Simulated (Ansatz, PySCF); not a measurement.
Stretching the C4–H6 bond in C2H5Al (SMILES C=[CH][AlH2]) (multiplicity 1 held, fragments rigid). Energies count from the point at 1.089 Å.
Geometry at that point (charge 0, multiplicity 1):
```xyz
8

Al    -0.136     0.163     1.163
H     -0.815     1.591     1.218
H      0.178    -0.644     2.486
C      0.292    -0.552    -0.590
C      0.018     0.145    -1.699
H      0.759    -1.526    -0.730
H      0.242    -0.220    -2.698
H     -0.448     1.126    -1.658
```

U- levels take the lowest unrestricted solution at each point, which mixes spins at long bonds. Levels need not reach the same state.

Rows in 3-21G, 6-31G* carry no dispersion term and start afresh at each structure (6-31G* with six Cartesian d functions). MP2/6-31G* freezes PySCF's default core.

Run with Ansatz (Gaussian basis) for Hartree–Fock, density functionals and correlated methods; PySCF for 3-21G rows, 6-31G* rows. Each number belongs to the level named beside it.

Q: One of these levels gives 810.4 kJ/mol for the energy at R = 3.485 Å. Which?
A. U-PBE/cc-pV(T+d)Z
B. R-HF/3-21G
C. R-MP2/6-31G*
D. U-HF/cc-pV(T+d)Z

A: B, R-HF/3-21G. The others give 352.3 (U-HF/cc-pV(T+d)Z), 445.8 (U-PBE/cc-pV(T+d)Z), 579.8 (R-MP2/6-31G*)

Doubts at one or more of the structures used: a restricted determinant that unrestricted orbitals would lower (R-HF/3-21G, R-MP2/6-31G*); a spin-contaminated determinant (U-HF/cc-pV(T+d)Z, U-PBE/cc-pV(T+d)Z).

Ansatz is an electronic-structure program.
